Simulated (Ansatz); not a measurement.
`FC[C@@H](F)[C@@H](F)OC(F)F` and `FC[C@@H](F)[C@H](F)CF` differ in one atom or group (the configuration at a centre changes too).

Ansatz, PBE0-D4/def2-TZVP geometries, multiplicity 1. Each molecule was computed in one conformer, which needn't be the lowest.

| property | `FC[C@@H](F)[C@@H](F)OC(F)F` |
| --- | --- |
| LUMO energy (B3LYP/def2-TZVPP) / eV | 0.83 |
| HOMO–LUMO gap (ωB97M-V/def2-TZVPP) / eV | 14.91 |
| size of the dipole moment (ωB97M-V/def2-TZVPP) / D | 1.66 |
| LUMO energy (PBE/def2-TZVPP) / eV | 0.20 |
| HOMO energy (ωB97M-V/def2-TZVPP) / eV | -12.11 |
| HOMO energy (PBE/def2-TZVPP) / eV | -7.94 |

Task: Give the same properties after the change, and the shifts. (Best estimate.)

Result: The calculation gave: 
```tsv
property	`FC[C@@H](F)[C@H](F)CF`	shift
LUMO energy (B3LYP/def2-TZVPP) / eV	0.47	-0.36
HOMO–LUMO gap (ωB97M-V/def2-TZVPP) / eV	14.20	-0.71
size of the dipole moment (ωB97M-V/def2-TZVPP) / D	1.69	0.03
LUMO energy (PBE/def2-TZVPP) / eV	-0.04	-0.24
HOMO energy (ωB97M-V/def2-TZVPP) / eV	-11.87	0.24
HOMO energy (PBE/def2-TZVPP) / eV	-7.72	0.22
```

With PBE0 the HOMO rises by 0.22 eV and the LUMO falls by 0.35 eV, so the gap narrows by about 0.57 eV. PBE moves the HOMO by 0.22 eV and ωB97M-V by 0.24 eV. Dipoles are sizes alone; their direction can turn.

B3LYP here is the variant with VWN-RPA as its local correlation; programs differ in this.
